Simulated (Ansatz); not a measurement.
Basis sets compared for the cluster K₆F₅⁺ (the lowest singlet isomer of a short search). Total charge 1; singlet. Geometry PBE0-D4/def2-SVP. Ansatz on 4 threads of Arm Neoverse V2 on a shared host; times are rough, and most runs start from earlier orbitals.

Cartesian coordinates in Å:
```
K 0.2407 2.2171 -1.9942
K -0.5088 -2.5501 2.3705
K -1.9365 2.0542 0.9859
K -1.0749 -1.0401 -0.8452
K 1.5037 0.8453 1.1435
K 2.2341 -2.3478 -1.3696
F 0.4919 -2.8366 0.2073
F -1.8662 1.1790 -1.3007
F -0.7817 -0.2258 1.6698
F 0.3354 2.7718 0.3951
F 1.3624 -0.0671 -1.2625
```

The structure comes from a short search, and lower isomers may exist.

```
           level  functions  energy (Eh)  HOMO (eV)  LUMO (eV)  wall time
 PBE-D4/def2-SVP        214   -4096.5606      -7.96      -4.10      7.5 s
PBE0-D4/def2-SVP        214   -4096.8514      -9.80      -3.52       11 s
```

Estimate the rows for PBE-D4/def2-TZVP (with forces), PBE0-D4/def2-TZVP.


```json
{"level": "PBE-D4/def2-TZVP (with forces)", "functions": "353", "energy (Eh)": "-4097.6489", "HOMO (eV)": "-8.30", "LUMO (eV)": "-4.03", "wall time": "14 s"}
{"level": "PBE0-D4/def2-TZVP", "functions": "353", "energy (Eh)": "-4097.9256", "HOMO (eV)": "-10.14", "LUMO (eV)": "-3.45", "wall time": "28 s"}
```
